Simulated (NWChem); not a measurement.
# Si₂H₅O₂Cl; SMILES O[Si@H]([SiH2]O)Cl

```xyz
10

O      1.0248    -2.3124    -0.1844
Si    -0.4476    -1.6390     0.2280
Si    -0.5049     0.6079    -0.4508
O     -1.7966     1.3369     0.2973
Cl     1.3183     1.4751     0.1621
H      1.8105    -1.8302     0.1122
H     -0.7206    -1.6845     1.6936
H     -1.4719    -2.4385    -0.4888
H     -0.5306     0.8575    -1.9185
H     -1.9899     2.2568     0.0620
```
Atoms are numbered in this order, from 1.

Results from NWChem. Medium grid unless said otherwise, to which SCAN and Minnesota functionals are sensitive. Geometry: optimised at B3LYP/6-31G* (spherical d).

Question: Order these by “orbital gap (eV)”, lowest first: PBE/def2-TZVP; PW6B95/def2-TZVP; B3LYP/def2-TZVP; TPSSh/def2-TZVP; M06-2X/def2-TZVP.

Answer: PBE/def2-TZVP (4.96), TPSSh/def2-TZVP (6.17), B3LYP/def2-TZVP (6.70), PW6B95/def2-TZVP (7.18), M06-2X/def2-TZVP (9.02)
